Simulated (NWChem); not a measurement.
System: p-xylene (C8H10); SMILES c1(ccc(C)cc1)C

All runs: NWChem. Pople sets run with spherical d functions. Coordinates come from a PBE-D3(BJ)/def2-SVP optimisation. No frequency run checked for a minimum. Level: B3LYP/6-31G* with SMD (1 M gas to 1 M solution), gas-phase geometry.

Q: Order these by “solvation free energy (kcal/mol)”, lowest first: tetrahydrofuran; water; dichloromethane.

A: dichloromethane (-6.9), tetrahydrofuran (-5.4), water (0.1)
